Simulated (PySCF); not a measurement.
**Structure from NMR data**

Molecular formula: C3H13NSi4. Simulated spectra:

¹H NMR (500 MHz, computed): δ 5.01 (s, 2H), 4.82 (s, 6H), 4.48 (q, 2H), 0.34 (t, 3H).

¹³C{¹H} NMR (computed): δ 118.9, 116.8, -4.6.

PySCF 2.14.0 with density-fitted response routines calculation with shieldings: GIAO PBE0/pcSseg-1 and GFN2-xTB geometry; no relativistic terms, averaged over atoms made equivalent by symmetry, fast rotation or ring inversion, single conformer, in vacuum.

Shifts are taken against calculated references (same method and geometry level): ¹H, ¹³C vs TMS.

Question: Propose a structure and justify it.

Answer: 
- The formula gives 2 degrees of unsaturation (no ring in the answer).
- 3 carbon signals for 3 carbons: no two carbons are equivalent.
- Carbon types of the structure: 2 × C, 1 × CH3, leaving 10 H on heteroatoms.
- δC 118.9, 116.8: alkyne carbon.
- δC -4.6: methyl carbon bonded to Si; an electropositive neighbour leaves it electron-rich and shielded.
- δH 5.01: hydrogen on a silicon bonded to C, N.
- δH 4.82: hydrogen on a silicon bonded to N.
- δH 4.48: hydrogen on a silicon bonded to 2 C.
- δH 0.34: hydrogen on a methyl carbon bonded to Si; an electropositive neighbour shields it, as in TMS itself.

These data were computed for `C[SiH2]C#C[SiH2]N([SiH3])[SiH3]`.

This is the structure that produced the data.

Shifts are as computed. Against solution values, carbons near 30 ppm lie about +3 ppm off and those near 130 ppm about +5 ppm. Of 1211 compounds with measured shifts, 218 miss one by over three times the rms of a fit or turn the order of signals round; such compounds aren't used in these exercises. No couplings were computed; multiplicities are counted from neighbouring protons, with m where these are inequivalent, close in shift, in a saturated or five-membered ring or joined by F or P, and br s for small geminal =CH2 splittings.
